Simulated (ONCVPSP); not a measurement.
Plane-wave convergence, ONCV potential for Fe

* Element: Fe (Z = 26)
* Generator: ONCVPSP 4.0.1
* Type: optimised norm-conserving Vanderbilt (ONCV)
* Functional: PBE
* Relativity: scalar-relativistic
* Frozen core: [Ne]
* Valence charge: 16
* Reference configuration: 3s2 3p6 3d6 4s1.5 (charge +0.5)
* Partial waves: 3s+4s: rc 1.45 bohr, ncon 5, nbas 10, qcut 8.3 1/bohr, 3 projectors, debl 1.9 Ha; 3p: rc 0.80 bohr, ncon 5, nbas 9, qcut 11.9 1/bohr, 2 projectors, debl 0.8 Ha; 3d: rc 1.25 bohr, ncon 3, nbas 8, qcut 9.9 1/bohr, 2 projectors, debl 1.8 Ha
* Local potential: polynomial inside 0.50 bohr (lpopt 5, dvloc0 0 Ha)
* Core correction: polynomial model core, fcfact 0.35

In the p channel the program set the typed energies aside and used -2.356, 0.250 Ha.

For each optimised wave give the share of its norm inside rc, the residual kinetic energy above qcut (Ha) and the cutoffs (Ha) for errors of 10, 1, 0.1 and 0.01 mHa per electron.

| wave | norm inside rc | residual KE | 10 mHa | 1 mHa | 0.1 mHa | 0.01 mHa |
| --- | --- | --- | --- | --- | --- | --- |
| 3s | 0.965 | 1.8e-05 | 11.2 | 24.6 | 30.0 | 51.6 |
| 4s | 0.059 | 1.1e-05 | 7.1 | 20.9 | 28.6 | 35.1 |
| s projector 3 | 0.103 | 4.4e-05 | 9.2 | 25.6 | 32.2 | 48.7 |
| 3p | 0.483 | 5.2e-04 | 27.6 | 64.6 | 177.0 | 366.9 |
| p projector 2 | 0.048 | 1.4e-04 | 19.7 | 39.7 | 110.3 | 476.9 |
| 3d | 0.675 | 3.0e-04 | 38.4 | 45.1 | 108.6 | 265.0 |
| d projector 2 | 0.059 | 2.4e-04 | 36.1 | 44.4 | 56.1 | 146.9 |

The occupied waves need 65 Ha and 177 Ha for 1 and 0.1 mHa. Its largest configuration-test error is -318 meV.
